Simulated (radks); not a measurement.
Charge is removed step by step from the 2p3/2 level of neutral aluminium, starting from [He] 2s2 2p(1/2: 2, 3/2: 4) 3s2 3p1. Method: Dirac Kohn-Sham, BLYP, spin-unpolarised, spherical densities, point nucleus; open shells fill j = l - 1/2 first; computed with a radial shooting solver on a logarithmic mesh with Libxc functionals.

| removed (e) | E - E(0) (eV) | eigenvalue (eV) | E minus straight line (eV) |
|---|---|---|---|
| 0 | 0.000 | -69.445 | 0.000 |
| 0.25 | 18.147 | -75.789 | -2.510 |
| 0.5 | 37.920 | -82.443 | -3.395 |
| 0.75 | 59.392 | -89.379 | -2.581 |
| 1 | 82.631 | -96.577 | 0.000 |

Removing the whole electron costs 82.631 eV by Delta-SCF, against 69.445 eV from minus the eigenvalue at the starting occupation. Slater's transition state (half an electron removed) gives 82.443 eV. Integrating minus the eigenvalue over the occupation (Janak's theorem) gives 82.632 eV. The mean slope of the eigenvalue, de/dn, is 27.1 eV per electron.
